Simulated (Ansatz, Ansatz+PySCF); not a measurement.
```
atom   x (Å)    y (Å)    z (Å)
   C  0.0000  -0.0478  -0.5411
   C  0.0000  -0.0417   0.6651
   H  0.0000   0.6323   1.4082
   H  0.0000  -0.9062  -1.0727
   H  0.0000   0.8110  -1.0798
```

Basis set: def2-SVP (spherical functions). Frozen core: 2 orbitals. Correlation on ROHF uses semicanonical orbitals with singles. Charge 0, multiplicity 2.

Computed with Ansatz (development build ahead of 0.2.0); each method stands on the lowest determinant of its kind that the runs found.

Problem. Give the atomization energy at this shape (free ground-state atoms in the same class of orbitals less the molecule, no zero-point energy) of doublet C₂H₃ by ROHF-CCSD(T), ROHF-MP2, UHF-MP2, UHF, ROHF.

Solution.

```
      method  atomization energy
ROHF-CCSD(T)            17.50 eV
    ROHF-MP2            17.62 eV
     UHF-MP2            17.55 eV
         UHF            13.96 eV
        ROHF            14.05 eV
```

Caution: the shape is not the minimum.
